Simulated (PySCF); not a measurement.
GeH5O4, SMILES [OH][Ge]([OH])([OH2+])[OH], charge +1. Atoms are numbered in the order given.

```xyz
10

O      0.1631    -0.2709     1.7585
Ge     0.1727    -0.0403     0.0501
O      0.1731    -1.3921    -1.0322
O      0.9132     1.4353    -0.4516
O     -1.7155     0.3475    -0.3843
H     -0.0305    -1.1635     2.0900
H      0.9727    -1.5441    -1.5624
H      1.4382     1.9069     0.2169
H     -2.0908     1.2447    -0.3092
H     -2.0867    -0.1130    -1.1617
```
Charge +1, spin multiplicity 1.

Geometry: B3LYP-D3(BJ)/def2-SVP. The isomer is the one that the SMILES or the coordinates give; other isomers of the formula were not compared. Other conformers were not sampled.

Two levels are set side by side: PBE/pcSseg-1 (PySCF) and KT2/pcSseg-1 (PySCF). GIAO shifts against GeH4 (⁷³Ge), H2O (¹⁷O), TMS (¹H) at the same level; non-relativistic, no solvent, atoms listed together averaged. Differences are taken from unrounded values.

```tsv
quantity	KT2
δ(⁷³Ge) of Ge2 (ppm)	314.1
δ(¹⁷O) of O5 (ppm)	61.0
```

What does PBE give, and how far is it from KT2? (An estimate is asked for; the answer gives what the named calculation found.)


| quantity | PBE | PBE minus KT2 |
|---|---|---|
| δ(⁷³Ge) of Ge2 (ppm) | 319.5 | 5.4 |
| δ(¹⁷O) of O5 (ppm) | 66.4 | 5.4 |

Rough cost on one machine, each run with all the roots and properties that it gave: KT2 against PBE within a factor of 2.
